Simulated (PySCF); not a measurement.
## Molecular orbitals of BaCl

PBE0 at R = 2.677 Å; Ba x2c-TZVPall, Cl x2c-TZVPall; spin-free X2C with a Gaussian nucleus (PySCF 2.14). State: quartet, unpaired electrons σ ↑, π ↑, δ ↑, a mixture of terms (⟨Lz²⟩ = 5.0), a second solution, started from another occupation. Only the outer orbitals are listed, counted within each symmetry.

| spin | orbital | occ. | ε (eV) | on Ba (%) | main shells (%) |
| --- | --- | --- | --- | --- | --- |
| α | 15σ | 1 | -19.20 | 91 | 91 Ba p |
| α | 7π | 1 | -18.90 | 99 | 100 Ba p |
| α | 7π | 1 | -18.86 | 100 | 100 Ba p |
| α | 8π | 1 | -13.44 | 1 | 98 Cl p |
| α | 8π | 1 | -11.84 | 2 | 98 Cl p |
| α | 16σ | 1 | -11.80 | 10 | 90 Cl p |
| α | 17σ | 1 | -3.16 | 100 | 91 Ba s, 9 Ba d |
| α | 3δ | 1 | -2.25 | 99 | 99 Ba d |
| α | 9π | 0 | -0.72 | 100 | 100 Ba p |
| α | 9π | 0 | -0.69 | 100 | 94 Ba p |
| α | 18σ | 0 | -0.61 | 99 | 88 Ba p, 10 Ba d |
| β | 14σ | 1 | -24.40 | 5 | 95 Cl s |
| β | 15σ | 1 | -18.97 | 90 | 90 Ba p |
| β | 7π | 1 | -18.34 | 100 | 100 Ba p |
| β | 7π | 1 | -18.33 | 100 | 100 Ba p |
| β | 8π | 1 | -11.38 | 2 | 98 Cl p |
| β | 16σ | 1 | -11.35 | 9 | 91 Cl p |
| β | 8π | 0 | -8.06 | 3 | 97 Cl p |
| β | 17σ | 0 | -1.02 | 101 | 98 Ba s |
| β | 18σ | 0 | 0.06 | 99 | 86 Ba p, 12 Ba d |

Q: Which are the highest filled and the lowest empty level, where do they sit, and how wide is the gap?

A: Highest filled α 3δ at -2.25 eV (in %: 99 Ba d); lowest empty β 8π at -8.06 eV (in %: 97 Cl p); the gap at PBE0 is -5.81 eV.

```json
{"bond order (Mayer)": "0.23", "⟨S²⟩": "3.755", "charge on Ba (Mulliken, basis-dependent)": "-0.09", "charge on Ba (Löwdin, basis-dependent)": "-0.38", "dipole moment (positive dipole means Ba(−)Cl(+))": "1.33 D"}
```

Shares are Mulliken populations and can fall outside 0 to 100 %.

Spin–orbit coupling is left out. Counting both spins, an empty level lies below a filled one in this solution, because spin and occupation are held.
